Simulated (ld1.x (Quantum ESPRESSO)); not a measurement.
Logarithmic derivatives: S (Z = 16), ultrasoft

S (Z = 16), ultrasoft, made with ld1.x (Quantum ESPRESSO) 7.5 (Wu–Cohen, scalar-relativistic). Core [Ne], reference 3s2 3p4. Waves: 3s (bound): rcut 1.00, rcutus 1.35 bohr; 3s channel at 1.4 Ry: rcut 1.00, rcutus 1.35 bohr; 3p (bound): rcut 0.80, rcutus 1.10 bohr; 3p channel at -0.1 Ry: rcut 0.80, rcutus 1.10 bohr; 3d channel at 0.1 Ry: rcut 0.95, rcutus 1.10 bohr. Local part: all-electron potential smoothed inside 0.90 bohr (lloc = -1). Core correction: a·sin(br)/r model core, default radius (core density twice the valence density). Augmentation charge: PSQ, inside the norm-conserving radii.

The phase is arctan(r·u′/u) with u = r·R(r), unwrapped; energies in Ry, scanned from -3 to 5 Ry. A pole is an energy at which the radial function vanishes at the test radius. The pseudo phase is shifted by a multiple of π to meet the all-electron one at the reference energy, and phase errors are pseudo minus all-electron; the curves can meet again beyond the range given. Levels narrower than the energy grid can be missing from the lists of poles.

**Question.** For each channel, where are the poles, and over which energies does the pseudopotential scatter like the atom?

**Answer.**

```json
{"channel": "s", "radius (bohr)": "1.50", "reference energy (Ry)": "-1.26", "poles, all-electron": "4.53", "poles, pseudo": "4.28, 5.00", "unbroken range about the reference energy with phases within 0.05 rad": "below 4.5", "phase error 1 Ry above the reference energy (rad)": "+0.000"}
{"channel": "p", "radius (bohr)": "1.50", "reference energy (Ry)": "-0.51", "poles, all-electron": "none", "poles, pseudo": "none", "unbroken range about the reference energy with phases within 0.05 rad": "the whole range", "phase error 1 Ry above the reference energy (rad)": "-0.000"}
{"channel": "d", "radius (bohr)": "1.50", "reference energy (Ry)": "0.10", "poles, all-electron": "none", "poles, pseudo": "none", "unbroken range about the reference energy with phases within 0.05 rad": "the whole range", "phase error 1 Ry above the reference energy (rad)": "+0.001"}
```

Note: ghost state, extra bound levels that the all-electron valence spectrum of the same l lacks: p at -110.2 eV. A true bound ghost makes a file unfit for plane-wave use.

Phases in the d channel:

| E (Ry) | all-electron | pseudo |
| --- | --- | --- |
| -3.00 | 1.203 | 1.203 |
| -2.52 | 1.175 | 1.175 |
| -2.04 | 1.140 | 1.140 |
| -1.56 | 1.096 | 1.096 |
| -1.08 | 1.038 | 1.038 |
| -0.60 | 0.958 | 0.958 |
| -0.12 | 0.843 | 0.843 |
| 0.36 | 0.668 | 0.668 |
| 0.84 | 0.389 | 0.390 |
| 1.32 | -0.025 | -0.024 |
| 1.80 | -0.494 | -0.492 |
| 2.28 | -0.860 | -0.857 |
| 2.76 | -1.095 | -1.093 |
| 3.24 | -1.247 | -1.244 |
| 3.72 | -1.349 | -1.347 |
| 4.20 | -1.423 | -1.420 |
| 4.68 | -1.480 | -1.477 |
